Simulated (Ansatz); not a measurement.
Coupled-cluster diagnostics for Al4P3 (the lowest doublet isomer of a short search), Ansatz.

Geometry of the doublet (B3LYP-D4/def2-SVP):

Cartesian coordinates in Å:
```
Al -0.2012 -1.3932 -1.4551
Al 1.5495 2.4888 1.6220
Al -1.7652 0.3570 0.0581
Al 1.2847 -0.1068 0.6535
P -2.3689 -0.8976 -1.6459
P -0.4377 1.0824 1.6979
P 1.9388 -1.5306 -0.9305
```

Correlated methods freeze 35 core orbitals. The structure comes from a short search, and lower isomers may exist.

Task: Estimate the CCSD(T) correlation energy, the shares of MP2 and (T), T1 and the reference's ⟨S²⟩ for: charge 0, doublet, own geometry in def2-SVP; and the rough time on 4 threads of Intel Xeon on a shared host.

Result: 
```json
{"state": "charge 0, doublet, own geometry", "basis": "def2-SVP", "correlation (eV)": "-17.322", "MP2 share (%)": "86.4", "(T) share (%)": "6.5", "T1": "0.035", "⟨S²⟩ (pure)": "0.85 (0.75)", "wall time": "44 s"}
```
Customary marks for T1 are 0.02 (closed shells), 0.045 (open shells) and about 0.05 (3d metals). T1 exceeds 0.02 in 1 of 1 rows and 0.045 in 0; the higher it lies, the less the single-reference result can be trusted.
